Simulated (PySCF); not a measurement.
H2Si2, SMILES [SiH2]=[Si] (connectivity only; charge and spin as stated), neutral, multiplicity 1.

Geometry optimised at r2SCAN-D4/def2-TZVP. The isomer is the one that the SMILES or the coordinates give; other isomers of the formula were not compared.

Calculation: CAM-B3LYP/def2-TZVPD in PySCF.

Symmetry labels are those of the subgroup C2v that the program uses (full group C2v).

**Question.** List the valence orbital energies around the gap with their symmetry. (An estimate is asked for; the answer gives what the named calculation found.)

**Answer.** 
```csv
orbital,symmetry,energy (eV)
HOMO−7,B1,-100.84
HOMO−6,B2,-100.77
HOMO−5,A1,-100.74
HOMO−4,A1,-16.96
HOMO−3,A1,-13.66
HOMO−2,B2,-11.61
HOMO−1,A1,-8.50
HOMO,B1,-6.93
LUMO,B2,-2.34
LUMO+1,B1,-0.75
LUMO+2,A1,0.90
LUMO+3,A1,1.06
```
